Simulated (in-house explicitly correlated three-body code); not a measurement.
Results of a calculation; reference values are marked as such.
## Two electrons around a charge Z: functional-driven and density-driven errors

The exact non-relativistic ground state comes from a variational code in 260 exponentially correlated functions, the Kohn-Sham parts from inverting its density (past Z = 6 the correlation energy is taken as exact minus Hartree-Fock, equal to within microhartrees), and self-consistent runs (Hartree-Fock is restricted) from a B-spline radial code. Z may be fractional; the second electron is bound down to Z = 0.911.

The total error of a self-consistent run is the error on the exact density (functional-driven) plus the energy gained by relaxing to the functional's own density (density-driven, never positive). «Unbound» marks a run whose level isn't bound or that didn't converge.

```csv
Z,LDA VWN5 functional (mEh),LDA VWN5 density (mEh),M06-L functional (mEh),M06-L density (mEh),PW91 functional (mEh),PW91 density (mEh)
1.32,+29.96,-1.09,-2.18,-2.31,-0.27,-0.72
1.5,+39.95,-1.29,-4.36,-2.30,+0.90,-0.81
1.84,?,?,?,?,?,?
2.14,+79.68,-1.74,-11.53,-2.30,+5.86,-1.02
2.5,+103.9,-1.90,-15.36,-2.29,+8.95,-1.09
3.08,+144.9,-2.08,-21.32,-2.28,+14.18,-1.18
3.68,+189.0,-2.21,-27.27,-2.28,+19.81,-1.24
4.3,+236.0,-2.30,-33.23,-2.30,+25.79,-1.28
4.8,+274.6,-2.37,-37.92,-2.31,+30.70,-1.31
5.7,+345.4,-2.45,-46.15,-2.32,+39.69,-1.35
6.7,?,?,?,?,?,?
8.2,+547.7,-2.60,-67.98,-2.34,+65.32,-1.42
```

**Question.** What belongs in the row Z = 6.7?

**Answer.** LDA VWN5 functional (mEh): +425.5; LDA VWN5 density (mEh): -2.52; M06-L functional (mEh): -55.04; M06-L density (mEh): -2.33; PW91 functional (mEh): +49.84; PW91 density (mEh): -1.39.

**Question.** What belongs in the row Z = 1.84?

**Answer.** LDA VWN5 functional (mEh): +60.39; LDA VWN5 density (mEh): -1.57; M06-L functional (mEh): -8.25; M06-L density (mEh): -2.27; PW91 functional (mEh): +3.43; PW91 density (mEh): -0.94.

**Question.** Which part of the error is larger?

**Answer.** LDA VWN5: functional-driven +547.7, density-driven -2.60 mEh at Z = 8.2; M06-L: functional-driven -67.98, density-driven -2.34 mEh at Z = 8.2; PW91: functional-driven +65.32, density-driven -1.42 mEh at Z = 8.2. The density-driven part is second order in the error of the density, so it stays small unless the second electron is loosely bound.
